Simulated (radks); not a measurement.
Values are calculated unless marked as measured or tabulated.
All-electron atom: Sb3+ in [Kr] 4d10 5s1.5 6s0.5 (fractional occupations, a model configuration). Code: a radial shooting solver on a logarithmic mesh with Libxc functionals. Model: Dirac Kohn-Sham, PBE, spin-unpolarised, spherical densities, finite nucleus; Fermi nuclear charge, rms radius 4.6802 fm.

Normalised radial functions P(r) = r R(r) (large component), r in bohr:

r	4p3/2	5p3/2	6s1/2
0.001554	0.0017	0.0006	0.0165
0.002089	0.0030	0.0011	0.0211
0.002831	0.0054	0.0019	0.0269
0.003836	0.0096	0.0034	0.0337
0.005158	0.0166	0.0059	0.0411
0.006991	0.0288	0.0102	0.0488
0.009474	0.0491	0.0174	0.0555
0.01274	0.0807	0.0286	0.0587
0.01726	0.1303	0.0462	0.0555
0.0234	0.2014	0.0714	0.0416
0.03145	0.2903	0.1029	0.0146
0.04263	0.3875	0.1372	-0.0260
0.05777	0.4526	0.1599	-0.0701
0.07768	0.4220	0.1483	-0.0953
0.1053	0.2243	0.0770	-0.0747
0.1427	-0.1490	-0.0562	0.0050
0.1918	-0.5422	-0.1938	0.1040
0.26	-0.6795	-0.2334	0.1395
0.3523	-0.2957	-0.0805	0.0374
0.4737	0.4641	0.1949	-0.1381
0.642	1.1218	0.3747	-0.2109
0.8701	1.1936	0.2304	-0.0455
1.179	0.7761	-0.1949	0.2370
1.585	0.3290	-0.6075	0.3476
2.149	0.0820	-0.7555	0.1110
2.912	0.0107	-0.5712	-0.3364
3.915	0.0006	-0.2737	-0.5921
5.306	0.0000	-0.0721	-0.4513
7.191	0.0000	-0.0087	-0.1643
9.668	0.0000	-0.0004	-0.0264
13.1	0.0000	0.0000	-0.0014

4p3/2: eigenvalue -131.46 eV, 2 radial nodes at r = 0.128, 0.399 bohr, <r> = 0.860 bohr, 90 % of the charge inside 1.26 bohr. 5p3/2 (empty): eigenvalue -30.273 eV, 3 radial nodes at r = 0.127, 0.386, 1.04 bohr, <r> = 2.35 bohr, 90 % of the charge inside 3.40 bohr. 6s1/2: eigenvalue -17.028 eV, 5 radial nodes at r = 0.0354, 0.141, 0.376, 0.915, 2.33 bohr, <r> = 4.23 bohr, 90 % of the charge inside 5.92 bohr.
